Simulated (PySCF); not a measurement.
C2H2O, SMILES C1=CO1.

The structure is a stationary point at PBE0-D3(BJ)/def2-TZVP.

These are PBE/def2-TZVPD run with PySCF values and carry that method's errors.

The molecule is in vacuum.

```yaml
total_energy: -152.36500 hartree
point_group: C2v
highest_occupied_level: -4.43 eV
lowest_empty_level: -1.56 eV
orbital_gap: 2.87 eV
dipole_moment: 2.19 D
quadrupole, principal values (traceless, Buckingham form, about the centre of nuclear charge): -3.78, -3.19, 6.97 D·Å
mean_static_polarisability: 27.7 bohr³ (4.11 Å³)
polarisability_principal_values: 21.5, 28.0, 33.7 bohr³
```
